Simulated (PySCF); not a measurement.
H₃S (SMILES [SH3+]), charge +1, singlet, at a GFN2-xTB geometry; PBE0/cc-pVDZ run with PySCF.

The PySCF input:
```python
from pyscf import gto, scf, dft

mol = gto.Mole()
mol.atom = '''
    S     0.105582   -0.001908    0.046136
    H    -0.318222    0.997054   -0.765660
    H    -0.350826   -0.980451   -0.772822
    H    -1.020267    0.013923    0.800299
'''
mol.basis = 'cc-pvdz'
mol.charge = 1
mol.spin = 0
mol.verbose = 4
mol.build()

mf = dft.RKS(mol)
mf.xc = 'pbe0'
mf.grids.level = 4
mf.kernel()
```

Write the output that PySCF gives for this input, abridged.


```
PySCF version 2.14.0

[INPUT] verbose = 4
[INPUT] num. atoms = 4
[INPUT] num. electrons = 18
[INPUT] charge = 1
[INPUT] spin (= nelec alpha-beta = 2S) = 0
[INPUT] symmetry False subgroup None
[INPUT] Mole.unit = angstrom
[INPUT] Symbol           X                Y                Z      unit          X                Y                Z       unit  Magmom
[INPUT]  1 S      0.105582000000  -0.001908000000   0.046136000000 AA    0.199521063684  -0.003605597446   0.087184404483 Bohr   0.0
[INPUT]  2 H     -0.318222000000   0.997054000000  -0.765660000000 AA   -0.601352426811   1.884158991402  -1.446887704534 Bohr   0.0
[INPUT]  3 H     -0.350826000000  -0.980451000000  -0.772822000000 AA   -0.662965057377  -1.852783868556  -1.460421923039 Bohr   0.0
[INPUT]  4 H     -1.020267000000   0.013923000000   0.800299000000 AA   -1.928025203932   0.026310656832   1.512345927763 Bohr   0.0

nuclear repulsion = 19.5457742909124
number of shells = 14
number of NR pGTOs = 62
number of NR cGTOs = 33
basis = cc-pvdz
ecp = {}

******** <class 'pyscf.dft.rks.RKS'> ********
method = RKS
initial guess = minao
damping factor = 0
level_shift factor = 0
DIIS = <class 'pyscf.scf.diis.CDIIS'>
diis_start_cycle = 1
diis_space = 8
diis_damp = 0
SCF conv_tol = 1e-09
SCF conv_tol_grad = None
SCF max_cycles = 50
direct_scf = True
direct_scf_tol = 1e-13
XC library pyscf.dft.libxc version 7.1.2
    S. Lehtola, C. Steigemann, M. J. T. Oliveira, and M. A. L. Marques,  SoftwareX 7, 1–5 (2018)
XC functionals = pbe0
    C. Adamo and V. Barone,  J. Chem. Phys. 110, 6158 (1999)
    M. Ernzerhof and G. E. Scuseria,  J. Chem. Phys. 110, 5029 (1999)
radial grids:
    Treutler-Ahlrichs [JCP 102, 346 (1995); DOI:10.1063/1.469408] (M4) radial grids

becke partition: Becke, JCP 88, 2547 (1988); DOI:10.1063/1.454033
pruning grids: <function nwchem_prune>
grids dens level: 4
symmetrized grids: False
atomic radii adjust function: <function treutler_atomic_radii_adjust>
small_rho_cutoff = 0
Set gradient conv threshold to 3.16228e-05
Initial guess from minao.
tot grids = 75816
init E= -399.810967723004
  HOMO = -0.389071487523039  LUMO = -0.0110558743836036  gap/eV = 10.28633
cycle= 1 E= -399.513812575085  delta_E= 0.297  |g|= 0.175  |ddm|= 1.43
  HOMO = -0.693526446916294  LUMO = -0.271790756764297  gap/eV = 11.47601
cycle= 2 E= -399.524462991759  delta_E= -0.0107  |g|= 0.0815  |ddm|= 0.307
  HOMO = -0.669756654650255  LUMO = -0.249909837662183  gap/eV = 11.42461
cycle= 3 E= -399.526447417297  delta_E= -0.00198  |g|= 0.0104  |ddm|= 0.0843
  HOMO = -0.670338833744742  LUMO = -0.248972014855351  gap/eV = 11.46598
cycle= 4 E= -399.526472802656  delta_E= -2.54e-05  |g|= 0.00359  |ddm|= 0.0121
  HOMO = -0.669469027021072  LUMO = -0.248572031694913  gap/eV = 11.45319
cycle= 5 E= -399.526477043132  delta_E= -4.24e-06  |g|= 0.000226  |ddm|= 0.0034
  HOMO = -0.669490101350384  LUMO = -0.248575699900563  gap/eV = 11.45366
cycle= 6 E= -399.526477059021  delta_E= -1.59e-08  |g|= 1.63e-05  |ddm|= 0.000192
  HOMO = -0.669494796678371  LUMO = -0.248577716955331  gap/eV = 11.45374
cycle= 7 E= -399.526477059108  delta_E= -8.71e-11  |g|= 6.2e-07  |ddm|= 1.88e-05
  HOMO = -0.669494768611621  LUMO = -0.248577675125427  gap/eV = 11.45374
Extra cycle  E= -399.526477059107  delta_E= 1.25e-12  |g|= 2.13e-07  |ddm|= 1.1e-06
converged SCF energy = -399.526477059107
```
